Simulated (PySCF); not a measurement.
B3LYP has the VWN-RPA correlation part, as in Gaussian. Delta-SCF ions had no search for a lower state. Excitations are Tamm–Dancoff values on a coarser integration grid. The basis has no diffuse functions, so Rydberg states are missing or too high.

C2H6BN, SMILES `N[C@H]1CB1` (H–N–C–C torsion 155°) (charge 0, multiplicity 1)

All values below come from B3LYP-D3(BJ)/def2-TZVP in PySCF.

| Item | Value |
|---|---|
| HOMO | -6.44 eV |
| dipole moment | 1.33 D |
| LUMO | -1.43 eV |
| HOMO–LUMO gap | 5.01 eV |
| S1 excitation (TDA) | 3.72 eV |
| S1 oscillator strength | 0.004 |
| T1 excitation (TDA) | 3.18 eV |
| S1–T1 gap (TDA) | 0.53 eV |
| vertical ionisation energy (Delta-SCF) | 8.89 eV |
| total energy | -4338.27 eV |
| cost | roughly 100 core-seconds |

```xyz
10

N      1.3269     0.6177     0.2155
C      0.3058    -0.2248    -0.3728
B     -1.0183     0.5352    -0.5419
C     -0.9028    -0.5188     0.5472
H      1.8631     1.1063    -0.4894
H      1.9628     0.0956     0.8080
H      0.6073    -1.0560    -1.0101
H     -1.6135     1.4076    -1.0674
H     -1.3677    -1.4879     0.3906
H     -0.8480    -0.2355     1.5935
```
